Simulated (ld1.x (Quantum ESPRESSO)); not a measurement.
## How hard is this oxygen (O) TM potential?

* Element: O (Z = 8)
* Generator: ld1.x (Quantum ESPRESSO) 7.5
* Type: norm-conserving Troullier–Martins (Kleinman–Bylander form)
* Functional: PBE
* Relativity: non-relativistic
* Frozen core: [He]
* Valence charge: 6
* Reference configuration: 2s1.5 2p4.5
* Partial waves: 2s (bound): rc 0.65 bohr; 2p (bound): rc 2.00 bohr; 3d channel at 0.05 Ry: rc 1.90 bohr
* Local potential: the d channel
* Core correction: a·sin(br)/r model core inside 0.45 bohr

The pseudo-atom Hamiltonian at the reference potential is diagonalised in spherical Bessel functions j_l(qr) that vanish at 20 bohr, with q² up to the cutoff. All-electron valence levels (Ry): 2s -1.7747, 2p -0.6798.

Q: How do the lowest levels (Ry) of each channel move with the cutoff, and are there ghosts?

A:

| cutoff (Ry) | s #1 | p #1 | d #1 | f #1 | Σ f·Δε (mRy) |
| --- | --- | --- | --- | --- | --- |
| 8 | -1.5434 | -0.1088 | 0.0792 | 0.1207 | 2916.9 |
| 18 | -1.5708 | -0.4856 | 0.0792 | 0.1207 | 1180.2 |
| 30 | -1.6522 | -0.6654 | 0.0792 | 0.1207 | 248.7 |
| 50 | -1.7481 | -0.6796 | 0.0792 | 0.1207 | 41.0 |
| 80 | -1.7656 | -0.6798 | 0.0792 | 0.1207 | 13.8 |
| 120 | -1.7674 | -0.6799 | 0.0792 | 0.1207 | 10.9 |
| 180 | -1.7733 | -0.6799 | 0.0792 | 0.1207 | 2.1 |
| 300 | -1.7742 | -0.6799 | 0.0792 | 0.1207 | 0.6 |
| 400 | -1.7746 | -0.6799 | 0.0792 | 0.1207 | 0.0 |

Result: no extra level below or beside the all-electron valence levels (s, p, d, f tested); 10 mRy is reached at 140 Ry and 1 mRy at 230 Ry.

Its largest configuration-test error is +7030 meV.
